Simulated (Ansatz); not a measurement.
`C[SiH2]CCl` + `[SnH4]` → `ClC[SiH2][SnH3]` + CH₄  (formal exchange of groups at the Si–C bond)

Program: Ansatz. Geometries: PBE0-D4/def2-TZVP. ΔE: electronic, gas phase. CCSD(T)/CBS is the MP2 limit (def2-TZVPP, def2-QZVPP) plus CCSD(T) − MP2 in def2-TZVPP, frozen cores. This one scheme is used for every species. DFT in def2-TZVPP. Elements past krypton have def2 core potentials. For Sn outer-core shells are correlated without core-valence functions, which leaves a few kJ/mol of doubt a bond. Each species was taken in one conformer, which may not be the lowest.

```json
{"species": "`C[SiH2]CCl`", "RPA@PBE/def2-TZVPP energy (Eh)": "-829.43181"}
{"species": "`[SnH4]`", "RPA@PBE/def2-TZVPP energy (Eh)": "-216.17902"}
{"species": "`ClC[SiH2][SnH3]`", "RPA@PBE/def2-TZVPP energy (Eh)": "-1005.05767"}
{"species": "CH₄", "RPA@PBE/def2-TZVPP energy (Eh)": "-40.56347"}
```

Work out ΔE.

ΔE = (-1005.05767) + (-40.56347) − (-829.43181) − (-216.17902) = -0.01031 Eh = -6.5 kcal/mol. CCSD(T)/CBS gives -8.7 kcal/mol.

Largest T1 diagnostic among the species: 0.013.

The D4 term adds −1.0 kcal/mol with B3LYP and −0.6 kcal/mol with PBE0; it sums over pairs of atoms, weighted by their polarisabilities, and B3LYP, whose exchange is more repulsive, gets the larger term. Leaving LDA and LC-ωPBE aside and taking each functional with its dispersion term where it has one, the values, not all of them listed here, spread over 3.7 kcal/mol, from PBE-D4 to B97M-V. LDA lies +1.2 kcal/mol from PBE without D4.

B3LYP here is the variant with VWN-RPA as its local correlation; programs differ in this.
